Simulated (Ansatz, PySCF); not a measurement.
Gas-phase reaction R1 → 2 P1, each structure at its B3LYP-D3(BJ)/def2-TZVP stationary point, reached from a drawn start (curvature not checked).
P1, BCl2 (SMILES Cl[B]Cl) (charge 0, multiplicity 2, Z-matrix in Å and degrees):
```
B
Cl 1 1.7274
Cl 1 1.7274 2 125.67
```
R1, B2Cl4 (SMILES ClB(Cl)B(Cl)Cl) (charge 0, multiplicity 1):
```xyz
6

Cl    -0.612     1.073    -1.944
B      0.199    -0.003    -0.832
Cl     1.423    -1.085    -1.451
B     -0.199     0.003     0.832
Cl    -1.423     1.085     1.451
Cl     0.612    -1.073     1.944
```

P less R. No zero-point or thermal terms; singlets are restricted closed shells; open shells are unrestricted. One arrangement of each flexible species, with no search for the lowest.

Frozen-core correlation throughout.

The values were computed with Ansatz (Gaussian basis) for Hartree–Fock, density functionals and correlated methods; PySCF for the D3/D4 terms. Each number belongs to the level named beside it.

The comparison value is 99.76 kcal/mol (CCSD(T)/cc-pV(Q+d)Z). It is a level with limits of its own, not the exact answer.

Question: Order these levels by how close they come to the comparison value for the reaction energy, closest first: PBE-D4/def2-TZVPP, revPBE-D4/def2-TZVPP, PBE0-D3(BJ)/def2-TZVPP, r2SCAN/def2-TZVPP, revPBE/def2-TZVPP. Give each level's value less the comparison value.

Answer: PBE0-D3(BJ)/def2-TZVPP (-2.72 kcal/mol), PBE-D4/def2-TZVPP (-3.10 kcal/mol), revPBE-D4/def2-TZVPP (-5.06 kcal/mol), r2SCAN/def2-TZVPP (-8.77 kcal/mol), revPBE/def2-TZVPP (-11.28 kcal/mol)

Ansatz is a program for electronic structure.
